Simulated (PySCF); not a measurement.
## How good is the calculation?

Numbering as in the mapped SMILES `[CH3:1][CH2:2][CH2:3][C:4](=[O:5])[c:6]1[cH:7][cH:8][cH:9][cH:10][cH:11]1`. Hydrogens are named by the atom that carries them.

What is known from experiment: δ ¹³C C3 40.4; C2 17.7; C1 13.8; δ ¹H H(C3) 2.86; H(C2) 1.72; H(C1) 1.02 ppm (measured; solution, not stated per compound (mostly CDCl3 or CCl4); Pretsch, Buehlmann, Badertscher, Structure Determination of Organic Compounds, 4th ed. (2009)).

[PySCF 2.14.0 with density-fitted response routines: GIAO KT3/pcSseg-1 shieldings; geometry: PBE0-D3(BJ)/def2-SVP; no solvent; one averaged value for each set of equivalent atoms; one conformer; relativity neglected]

Q: What does the calculation give, and how does it compare?

A: 
Reference values: measured (solution, not stated per compound (mostly CDCl3 or CCl4); Pretsch, Buehlmann, Badertscher, Structure Determination of Organic Compounds, 4th ed. (2009)).
```
atoms  quantity  reference  computed
   C3     δ ¹³C       40.4      41.5
   C2     δ ¹³C       17.7      21.5
   C1     δ ¹³C       13.8      16.5
H(C3)      δ ¹H       2.86      2.77
H(C2)      δ ¹H       1.72      1.72
H(C1)      δ ¹H       1.02      1.08
```

Computed shifts are σ(ref) − σ with the named reference compound (TMS for H and C) calculated as an isolated molecule at the same level.

Q: How far are the unscaled ¹³C shifts from the references?

A: Mean signed difference +2.53 ppm, mean absolute 2.53 ppm over 3 comparisons; the largest is +3.8 ppm at C2 (sp3 CH2).

Q: How far are the unscaled ¹H shifts from the references?

A: Mean signed difference -0.01 ppm, mean absolute 0.05 ppm over 3 comparisons; the largest is -0.09 ppm at H(C3) (hydrogen on an sp3 CH2 α to a carbonyl).

6 of the 12 published NMR values on file for this molecule are compared.
